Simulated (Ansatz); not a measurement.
`[SiH3][O][In]([Cl])[Cl]` + `BN` → `BN[SiH3]` + `[OH][In]([Cl])[Cl]`  (ligand exchange at the Si–O bond)

Gas-phase electronic energies from Ansatz, PBE0-D4/def2-TZVP geometries. CCSD(T)/CBS is the MP2 limit (def2-TZVPP, def2-QZVPP) plus CCSD(T) − MP2 in def2-TZVPP, frozen cores. This one scheme is used for every species. Elements past krypton have def2 core potentials. For In outer-core shells are correlated without core-valence functions, which leaves a few kJ/mol of doubt a bond. One conformer a species, not always the lowest.

| species | CCSD(T)/CBS(def2) energy (Eh) |
| --- | --- |
| `[SiH3][O][In]([Cl])[Cl]` | -1475.58322 |
| `BN` | -81.93499 |
| `BN[SiH3]` | -372.22946 |
| `[OH][In]([Cl])[Cl]` | -1185.26513 |

Problem. Work out ΔE.

Solution. ΔE = (-372.22946) + (-1185.26513) − (-1475.58322) − (-81.93499) = 0.02362 Eh = +0.64 eV.

Largest T1 diagnostic among the species: 0.014.

At CCSD(T), def2-SVP lies +0.05 eV from the extrapolated value and def2-TZVPP −0.00 eV. Leaving LDA and LC-ωPBE aside and taking each functional with its dispersion term where it has one, the values, not all of them listed here, spread over 0.20 eV, from revPBE-D4 to BHLYP-D4.
